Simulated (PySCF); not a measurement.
B(CF3)(H)(OMe) (C₂H₄BF₃O), SMILES FC(F)(F)BOC.

The structure is a stationary point at PBE0-D3(BJ)/def2-SVP. Other conformers were not sampled.

All values below come from PySCF with PBE/def2-TZVP.

Computed frontier levels, gap, dipole moment and polarisability:
```
Quantity                                                                                                        Value
---------------------------------------------------------------------------------------------  ----------------------
highest occupied level                                                                                       -7.36 eV
lowest empty level                                                                                           -2.13 eV
orbital gap                                                                                                   5.23 eV
dipole moment                                                                                                  2.13 D
quadrupole, principal values (traceless, Buckingham form, about the centre of nuclear charge)   -4.73, 0.27, 4.46 D·Å
mean static polarisability                                                                       45.6 bohr³ (6.76 Å³)
polarisability, principal values                                                               38.3, 43.2, 55.3 bohr³
```
